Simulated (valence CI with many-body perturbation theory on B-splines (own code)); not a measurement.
## Cu XVII: calculated level list

Level of theory: configuration interaction combined with many-body perturbation theory (CI+MBPT): three valence electrons over a frozen Dirac-Fock core [Ne], radial functions for each j: 9 s, 9 p, 8 d, 6 f, 3 g, 1 h, with the one-electron correlation potential Σ1 (screened to all orders), the two-electron term Σ2, the three-electron term Σ3, Breit, model QED; selected single and double excitations, second order for the rest, scaled by the run's own slope (own B-spline code, finite nucleus).

No measured spectrum was set against this ion. As an estimate, levels of excited configurations hold to 0.05 to 0.15 % of their energy, terms of the ground configuration to about 0.5 %.

Levels 1 to 32 of 32, with energies above the lowest level, 3s2 3p 2P°_1/2. "Leading %" is the weight of the configuration and term that name the level; weights of strongly mixed levels are sums over their largest components and can fall short, so below about 35 % the name and the second component can differ from the true leading terms, or belong to a minority configuration. In the jj column 3d3/2^4 stands for four electrons in 3d with j = 3/2. Lifetimes count E1, E2, E3, M1 and M2 decay at the calculated energies, and are blank where another channel may lead or the interval is too uncertain; long ones can be off by a factor of two.

```tsv
No.	Configuration	Term	J	E (cm⁻¹)	Leading %	Leading jj	Lifetime
1	3s2 3p	2P°	1/2	0	97	3s^2 3p1/2 (97 %)	
2	3s2 3p	2P°	3/2	33251	97	3s^2 3p3/2 (97 %)	3.01 ms
3	3s 3p2	4P	1/2	277080	97	3s 3p1/2^2 (58 %)	9.40 ns
4	3s 3p2	4P	3/2	291710	99	3s 3p1/2 3p3/2 (92 %)	54.3 ns
5	3s 3p2	4P	5/2	307610	95	3s 3p1/2 3p3/2 (54 %)	11.5 ns
6	3s 3p2	2D	3/2	372270	86	3s 3p1/2 3p3/2 (66 %)	260 ps
7	3s 3p2	2D	5/2	377830	83	3s 3p3/2^2 (50 %)	387 ps
8	3s 3p2	2S	1/2	445090	59	3s 3p1/2^2 (40 %)	33.4 ps
9	3s 3p2	2P	1/2	480370	60	3s 3p3/2^2 (61 %)	25.2 ps
10	3s 3p2	2P	3/2	490820	95	3s 3p3/2^2 (63 %)	18.8 ps
11	3s2 3d	2D	3/2	574220	85	3s^2 3d3/2 (85 %)	18.2 ps
12	3s2 3d	2D	5/2	578290	86	3s^2 3d5/2 (86 %)	20.9 ps
13	3p3	2D°	3/2	707240	56	3p1/2^2 3p3/2 (55 %)	100 ps
14	3p3	2D°	5/2	716900	69	3p1/2 3p3/2^2 (69 %)	179 ps
15	3p3	4S°	3/2	725450	83	3p1/2 3p3/2^2 (77 %)	24.5 ps
16	3s 3p 3d	4F°	3/2	781030	97	3s 3p1/2 3d3/2 (83 %)	1.17 ns
17	3s 3p 3d	4F°	5/2	788170	97	3s 3p1/2 3d3/2 (41 %)	1.15 ns
18	3p3	2P°	1/2	790490	81	3p1/2 3p3/2^2 (81 %)	45.3 ps
19	3s 3p 3d	4F°	7/2	798810	97	3s 3p1/2 3d5/2 (47 %)	1.21 ns
20	3p3	2P°	3/2	799550	66	3p3/2^3 (62 %)	46.0 ps
21	3s 3p 3d	4F°	9/2	814430	100	3s 3p3/2 3d5/2 (100 %)	
22	3s 3p 3d	4P°	5/2	838580	61	3s 3p1/2 3d5/2 (88 %)	28.3 ps
23	3s 3p 3d	4D°	3/2	841880	63	3s 3p1/2 3d3/2 (44 %)	22.6 ps
24	3s 3p 3d	4D°	1/2	843660	89	3s 3p1/2 3d3/2 (65 %)	19.6 ps
25	3s 3p 3d	4D°	7/2	861020	97	3s 3p3/2 3d5/2 (67 %)	20.8 ps
26	3s 3p 3d	4D°	5/2	862250	68	3s 3p3/2 3d3/2 (64 %)	21.9 ps
27	3s 3p 3d	4P°	1/2	862750	90	3s 3p3/2 3d3/2 (96 %)	29.0 ps
28	3s 3p 3d	4P°	3/2	862960	62	3s 3p3/2 3d3/2 (85 %)	25.5 ps
29	3s 3p 3d	2D°	3/2	877020	74	3s 3p3/2 3d5/2 (34 %)	22.3 ps
30	3s 3p 3d	2D°	5/2	878440	65	3s 3p3/2 3d5/2 (62 %)	24.2 ps
31	3s 3p 3d	2F°	5/2	904120	93	3s 3p1/2 3d5/2 (47 %)	44.7 ps
32	3s 3p 3d	2F°	7/2	929860	99	3s 3p3/2 3d5/2 (65 %)	41.7 ps
```

Names give the largest LS component (configuration and term), which can be under half, so a name can repeat, a term be missing and a line seem to break the LS rules; names also repeat where a configuration has a term twice.

The ionisation energy to 3s2 1S_0 of the next ion comes out as 556.54 eV (NIST: 552.8 ± 2.1 eV (semi-empirical)). All 32 levels together are meant to be complete up to 940260 cm⁻¹.
